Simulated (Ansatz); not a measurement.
Mulliken charges of Cl3FH2Si2, SMILES `F[SiH2][Si](Cl)(Cl)Cl` from PBE/def2-TZVPP in Ansatz (PBE0-D4/def2-TZVP geometry).

```tsv
atom	x (Å)	y (Å)	z (Å)	charge (e)
F1	-0.590	-1.455	1.710	-0.270
Si2	0.445	-1.020	0.572	0.416
Si3	-0.362	0.884	-0.522	0.463
Cl4	-2.162	0.530	-1.412	-0.166
Cl5	0.999	1.384	-1.964	-0.171
Cl6	-0.567	2.455	0.761	-0.166
H7	1.750	-0.708	1.204	-0.053
H8	0.579	-2.128	-0.404	-0.053
```

Question: By hand: the dipole of these point charges (1 e Å = 4.8032 D).

Answer: Σ q r = (0.336, -0.204, -0.064) e Å, of length 0.398 e Å = 1.91 D.

Question: How does the dipole of the full density compare? (Estimate.)

Answer: The calculation gave: (0.204, -0.120, -0.042) e Å, 1.15 D; the point charges give 1.66 times that, at 1° from its direction.

Point charges leave out the atoms' own dipoles, such as those of lone pairs, and Mulliken's split depends on the basis, so the two needn't agree.
